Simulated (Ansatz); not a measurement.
Relaxation of the cluster V4O3 with RKS PBE-D4/def2-SVP.

```sh
$ ansatz run in.yaml --threads 4 --pin off --events-out ev --progress --plain --max-ram 4787MiB
```

```yaml
crystal:
  periodic: [false, false, false]
  atoms:
    - {symbol: V, position_ang: [-0.734280, -1.283110, -2.323200]}
    - {symbol: V, position_ang: [-0.431830, 1.877880, -0.891490]}
    - {symbol: V, position_ang: [1.066170, -0.207330, 0.496660]}
    - {symbol: V, position_ang: [-0.609280, -0.085250, 3.055750]}
    - {symbol: O, position_ang: [0.758260, 0.152700, 2.105470]}
    - {symbol: O, position_ang: [-0.426870, 0.280350, -1.484540]}
    - {symbol: O, position_ang: [0.377830, -0.735250, -0.958650]}
basis:
  gaussian: {orbitals: def2-SVP}
hamiltonian: {xc: pbe, dispersion: d4}
scf: {lower_state_search: "off"}
output: {orbitals: {seedname: orbitals}}
relax: {f_tol: 0.02, max_steps: 100}
```

Hardware: 4 threads of Arm Neoverse V2 on a shared host. Wall time 1.8 min.

Positions (Å) and forces (eV/Å) at steps 1, 2, 3, 4, 5, 6, 7, 8, 9, 10, 11, 12, 13, 14, 15, 16, 17, 18, 19, 20, 21, 22, 23, 24, 25, 26, 27 of 27:

```xyz
7
step=1 energy=-108833.2547 eV
V    -0.734   -1.283   -2.323    0.133   -0.047    0.083
V    -0.432    1.878   -0.891    0.893   -0.458    1.379
V     1.066   -0.207    0.497    0.774    1.892   -1.079
V    -0.609   -0.085    3.056   -0.463   -0.101   -0.463
O     0.758    0.153    2.105    0.389    0.746    3.423
O    -0.427    0.280   -1.485   -6.806    7.839   -5.104
O     0.378   -0.735   -0.959    5.080   -9.871    1.761
7
step=2 energy=-108835.9396 eV
V    -0.769   -1.289   -2.347    1.186    1.276    1.589
V    -0.385    1.809   -0.715    1.069   -2.630    0.616
V     1.066   -0.101    0.465   -1.077    1.348   -2.478
V    -0.640   -0.083    2.994   -0.142    0.061   -0.750
O     0.783    0.218    2.136    0.352    0.323    2.202
O    -0.436    0.309   -1.578   -5.989    8.278   -4.503
O     0.381   -0.863   -0.956    4.601   -8.656    3.324
7
step=3 energy=-108839.4701 eV
V    -0.760   -1.279   -2.327    2.449    2.804    3.291
V    -0.353    1.785   -0.623    1.314   -4.102    0.085
V     1.049   -0.025    0.442   -2.244    0.945   -2.920
V    -0.656   -0.086    2.964    0.158    0.234   -1.028
O     0.811    0.238    2.174    0.254    0.017    1.315
O    -0.519    0.413   -1.718   -3.471    4.155   -2.368
O     0.429   -1.047   -0.912    1.540   -4.053    1.624
7
step=4 energy=-108841.9567 eV
V    -0.715   -1.254   -2.289    2.697    3.340    3.736
V    -0.252    1.671   -0.500    0.932   -3.561    0.275
V     0.964    0.095    0.386   -2.083    0.680   -2.090
V    -0.667   -0.073    2.915    0.570    0.523   -1.345
O     0.838    0.245    2.187   -0.062   -0.124    0.910
O    -0.634    0.498   -1.828   -1.506    0.445   -0.999
O     0.466   -1.183   -0.871   -0.548   -1.303   -0.486
7
step=5 energy=-108842.7727 eV
V    -0.685   -1.225   -2.260    2.477    3.052    3.528
V    -0.283    1.607   -0.390    0.790   -3.228    0.361
V     0.984    0.084    0.379   -1.935    0.732   -1.768
V    -0.714    0.043    2.758    0.941    0.664   -1.693
O     0.891    0.194    2.186   -0.341   -0.236    1.054
O    -0.703    0.515   -1.796   -1.074   -0.150   -0.627
O     0.511   -1.217   -0.878   -0.857   -0.834   -0.856
7
step=6 energy=-108843.9651 eV
V    -0.640   -1.179   -2.210    1.960    2.622    3.065
V    -0.251    1.468   -0.258   -0.761   -1.286    0.244
V     0.916    0.138    0.350   -0.174   -0.473   -0.762
V    -0.734    0.119    2.607    1.957    0.900   -1.939
O     0.949    0.177    2.189   -1.412   -0.351    1.281
O    -0.768    0.544   -1.812   -0.459   -0.940   -0.536
O     0.528   -1.267   -0.867   -1.111   -0.471   -1.354
7
step=7 energy=-108844.9129 eV
V    -0.597   -1.120   -2.150    1.029    1.595    1.922
V    -0.320    1.392   -0.176   -1.196   -1.106    0.485
V     0.924    0.112    0.352   -0.114   -0.260   -0.081
V    -0.734    0.219    2.445    2.531    1.064   -2.207
O     0.994    0.133    2.208   -1.665   -0.521    1.113
O    -0.817    0.569   -1.815   -0.072   -0.508   -0.272
O     0.550   -1.305   -0.865   -0.512   -0.264   -0.960
7
step=8 energy=-108845.8635 eV
V    -0.574   -1.072   -2.091    0.256    0.762    0.679
V    -0.418    1.309   -0.103   -1.355   -0.787    0.713
V     0.916    0.093    0.369    0.711   -0.313    0.151
V    -0.691    0.325    2.287    1.761    1.086   -1.677
O     1.020    0.076    2.242   -1.392   -0.506    0.348
O    -0.825    0.592   -1.832   -0.059   -0.104    0.023
O     0.572   -1.324   -0.873    0.079   -0.138   -0.237
7
step=9 energy=-108846.5848 eV
V    -0.563   -1.036   -2.059    0.046    0.287    0.155
V    -0.525    1.226   -0.022   -0.325   -0.749    0.946
V     0.977    0.075    0.377    0.586   -0.054    0.057
V    -0.650    0.450    2.144    0.252    0.998   -0.683
O     1.000    0.009    2.251   -0.618   -0.467   -0.525
O    -0.837    0.608   -1.816   -0.213   -0.112   -0.008
O     0.598   -1.332   -0.876    0.272    0.097    0.057
7
step=10 energy=-108847.0219 eV
V    -0.547   -1.022   -2.033   -0.124    0.137   -0.074
V    -0.563    1.139    0.081    0.067    0.043    0.153
V     1.056    0.079    0.363   -0.402   -0.216    1.155
V    -0.646    0.629    2.069    0.516    0.195   -0.218
O     0.926   -0.107    2.194   -0.204   -0.098   -0.773
O    -0.887    0.592   -1.776   -0.256   -0.272   -0.251
O     0.661   -1.310   -0.896    0.403    0.212    0.008
7
step=11 energy=-108847.0993 eV
V    -0.532   -1.048   -2.017    0.151    0.369    0.282
V    -0.544    1.155    0.095    0.290    0.624    0.153
V     1.044    0.073    0.423   -0.078   -1.318   -0.100
V    -0.585    0.797    2.056   -0.147   -0.604    0.196
O     0.835   -0.274    2.162   -0.168    1.090   -0.290
O    -1.001    0.533   -1.767   -0.117   -0.407   -0.028
O     0.782   -1.236   -0.951    0.069    0.245   -0.214
7
step=12 energy=-108847.2180 eV
V    -0.527   -1.033   -2.034    0.180    0.275    0.306
V    -0.524    1.172    0.104   -0.041    0.207   -0.044
V     1.021    0.004    0.431    0.051   -0.580    0.024
V    -0.614    0.786    2.051    0.329   -0.179    0.108
O     0.863   -0.209    2.188   -0.483    0.407   -0.240
O    -1.020    0.533   -1.751   -0.074   -0.290    0.070
O     0.801   -1.252   -0.988    0.037    0.160   -0.223
7
step=13 energy=-108847.3520 eV
V    -0.564   -1.060   -1.916    0.461    0.254    0.521
V    -0.457    1.224    0.084   -0.069    0.156   -0.112
V     1.015   -0.078    0.441   -0.152   -0.237   -0.185
V    -0.621    0.834    2.007    0.172   -0.027    0.033
O     0.772   -0.257    2.182   -0.232    0.062    0.032
O    -1.086    0.503   -1.698   -0.078   -0.152    0.086
O     0.943   -1.166   -1.101   -0.101   -0.057   -0.375
7
step=14 energy=-108847.4638 eV
V    -0.582   -1.087   -1.774    1.463    0.452    0.922
V    -0.399    1.288    0.055   -0.026   -0.091   -0.029
V     0.994   -0.154    0.434   -0.339   -0.104   -0.407
V    -0.627    0.878    1.968    0.149    0.019   -0.192
O     0.679   -0.313    2.168   -0.124   -0.069    0.067
O    -1.138    0.473   -1.635   -0.150   -0.088    0.062
O     1.073   -1.085   -1.217   -0.973   -0.118   -0.423
7
step=15 energy=-108847.7248 eV
V    -0.544   -1.100   -1.584    1.224    0.423    1.174
V    -0.342    1.350    0.014    0.163   -0.176    0.010
V     0.952   -0.239    0.401   -0.358   -0.034   -0.340
V    -0.625    0.913    1.910   -0.427    0.238   -0.070
O     0.574   -0.369    2.128    0.222   -0.324    0.152
O    -1.171    0.436   -1.536   -0.459    0.286   -0.288
O     1.157   -0.992   -1.333   -0.365   -0.414   -0.637
7
step=16 energy=-108847.9787 eV
V    -0.511   -1.101   -1.389    1.315    1.439    0.913
V    -0.312    1.384   -0.003    0.111   -0.432   -0.388
V     0.922   -0.310    0.382   -0.031   -0.090   -0.243
V    -0.656    0.951    1.865    0.024   -0.660   -0.151
O     0.524   -0.419    2.108   -0.088    0.289   -0.151
O    -1.193    0.436   -1.506   -0.370   -0.118   -0.208
O     1.225   -0.941   -1.456   -0.961   -0.428    0.228
7
step=17 energy=-108848.2178 eV
V    -0.476   -1.045   -1.203    0.051    0.500    0.205
V    -0.291    1.374   -0.050    0.056    0.119   -0.577
V     0.914   -0.348    0.358    1.199   -0.030   -0.248
V    -0.678    0.907    1.805   -0.394   -0.688    0.191
O     0.508   -0.429    2.076   -0.161    0.222    0.440
O    -1.198    0.455   -1.499   -0.600    0.391   -0.216
O     1.222   -0.915   -1.486   -0.151   -0.514    0.204
7
step=18 energy=-108848.4983 eV
V    -0.499   -0.958   -1.029   -0.133    0.041   -0.459
V    -0.290    1.371   -0.114   -0.271    0.833    0.175
V     1.001   -0.336    0.352    1.116    0.134   -0.663
V    -0.773    0.768    1.749    0.338   -0.890   -0.412
O     0.566   -0.412    2.075   -0.745    0.471    0.329
O    -1.198    0.537   -1.559   -0.012   -0.043    0.499
O     1.193   -0.970   -1.473   -0.292   -0.546    0.532
7
step=19 energy=-108848.8340 eV
V    -0.515   -0.926   -0.944    0.014    0.671   -0.101
V    -0.294    1.456   -0.102   -0.171    0.016   -0.211
V     1.092   -0.286    0.316    0.577    0.186   -0.355
V    -0.850    0.625    1.640    0.343   -0.573   -0.268
O     0.584   -0.380    2.043   -0.475    0.098   -0.168
O    -1.183    0.588   -1.514   -0.018   -0.136    0.402
O     1.166   -1.077   -1.439   -0.271   -0.263    0.699
7
step=20 energy=-108849.0687 eV
V    -0.527   -0.848   -0.812    0.036    0.291   -0.323
V    -0.300    1.519   -0.139    0.156   -0.100   -0.063
V     1.221   -0.200    0.282   -0.364    0.070   -0.017
V    -0.890    0.484    1.510    0.302   -0.321    0.196
O     0.567   -0.414    1.979    0.059    0.075   -0.595
O    -1.208    0.633   -1.473   -0.016   -0.137   -0.045
O     1.136   -1.175   -1.348   -0.172    0.121    0.847
7
step=21 energy=-108849.1716 eV
V    -0.603   -0.790   -0.822   -0.024    0.411    0.282
V    -0.342    1.530   -0.130    0.165    0.051   -0.423
V     1.234   -0.117    0.262   -0.049   -0.082    0.058
V    -0.888    0.321    1.477   -0.030   -0.349    0.197
O     0.675   -0.389    1.948   -0.085    0.009   -0.167
O    -1.161    0.701   -1.562   -0.049   -0.120    0.022
O     1.086   -1.258   -1.173    0.073    0.079    0.031
7
step=22 energy=-108849.2299 eV
V    -0.636   -0.735   -0.763   -0.259   -0.047   -0.313
V    -0.323    1.552   -0.178   -0.105    0.080   -0.208
V     1.265   -0.078    0.257   -0.162    0.190    0.044
V    -0.898    0.206    1.432    0.360   -0.180   -0.163
O     0.706   -0.398    1.920    0.009    0.012    0.351
O    -1.176    0.729   -1.587    0.186    0.032    0.259
O     1.063   -1.276   -1.081   -0.029   -0.089    0.030
7
step=23 energy=-108849.2149 eV rejected
V    -0.701   -0.680   -0.751    0.204   -1.069   -0.731
V    -0.323    1.577   -0.225   -0.196    0.079    0.142
V     1.274   -0.028    0.264    0.106    0.058   -0.199
V    -0.876    0.038    1.373    0.035    0.521    0.074
O     0.782   -0.376    1.935   -0.086    0.022    0.117
O    -1.171    0.779   -1.638    0.215    0.294    0.517
O     1.016   -1.310   -0.959   -0.277    0.096    0.080
7
step=24 energy=-108849.2735 eV
V    -0.658   -0.727   -0.791   -0.207   -0.062   -0.103
V    -0.326    1.557   -0.185   -0.059    0.119   -0.047
V     1.263   -0.067    0.260   -0.025    0.148    0.011
V    -0.885    0.127    1.392    0.031   -0.063   -0.080
O     0.742   -0.352    1.947    0.109   -0.058    0.083
O    -1.177    0.769   -1.588    0.164   -0.026    0.087
O     1.042   -1.307   -1.035   -0.014   -0.058    0.049
7
step=25 energy=-108849.2811 eV
V    -0.693   -0.718   -0.802    0.265   -0.169   -0.076
V    -0.345    1.579   -0.183   -0.098   -0.133    0.054
V     1.267   -0.034    0.248   -0.240   -0.055    0.124
V    -0.880    0.036    1.356    0.201    0.222    0.004
O     0.788   -0.322    1.948   -0.041   -0.031   -0.226
O    -1.148    0.807   -1.603    0.081    0.031    0.075
O     1.011   -1.349   -0.964   -0.167    0.135    0.045
7
step=26 energy=-108849.2906 eV
V    -0.679   -0.730   -0.799   -0.024    0.080   -0.014
V    -0.365    1.580   -0.173    0.065   -0.035   -0.001
V     1.254   -0.034    0.248    0.011   -0.014    0.010
V    -0.874    0.080    1.372   -0.075   -0.065    0.006
O     0.781   -0.347    1.936    0.036    0.056   -0.037
O    -1.130    0.792   -1.602   -0.016   -0.031    0.011
O     1.014   -1.342   -0.981    0.002    0.010    0.025
7
step=27 energy=-108849.2919 eV
V    -0.683   -0.727   -0.804    0.015   -0.007    0.011
V    -0.359    1.576   -0.172    0.003    0.002   -0.001
V     1.256   -0.035    0.250   -0.008   -0.005   -0.016
V    -0.877    0.068    1.367   -0.002   -0.005   -0.001
O     0.786   -0.336    1.938   -0.006    0.003   -0.003
O    -1.133    0.796   -1.603    0.004    0.004    0.005
O     1.010   -1.343   -0.976   -0.006    0.008    0.004
```

The relaxation made no stability test and no search for a lower SCF solution. No other spin state of charge 0 was run. The structure comes from a short search, and lower isomers may exist.
